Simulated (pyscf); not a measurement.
PySCF, gas phase, ωB97X-D3(BJ)/def2-SVP geometries.

Problem. H₃C–Ge(F)(F)–F + H₃C–Al(F)–Cl → F–Ge(F)(F)–F + H₃C–Al(CH₃)–Cl
Surface: singlet. Broken: C–Ge, Al–F. Formed: F–Ge, Al–C. Give ΔE‡ and ΔE from PBE/def2-TZVP, relative to the separated reactants.

Solution. ΔE‡ = 35.1 kcal/mol, ΔE = +35.3 kcal/mol. ωB97M-D3(BJ)/def2-TZVP gives 32.8 kcal/mol and +36.0 kcal/mol. Zero-point energy shifts the barrier by +0.3 kcal/mol. It is a four-centre exchange, with an imaginary mode of 118i cm⁻¹. On the product side the descent ends in an adduct with a Al–F contact, 7.8 kcal/mol under the separated species and 1.6 kcal/mol under the saddle at ωB97X-D3(BJ)/def2-TZVP. At PBE the saddle lies under the separated products, which points to a path from their complex (located at ωB97X-D3(BJ) alone), and parting the products costs more than the saddle. What is counted as broken (Al–F) persists as a longer contact in the product adduct; parting that adduct is a step of its own. At ωB97X-D3(BJ) the barrier from the zero used here is 29.8 kcal/mol. One saddle was located; it need not be the lowest between these sides. Elements up to Kr have no core potential and no relativistic terms here.
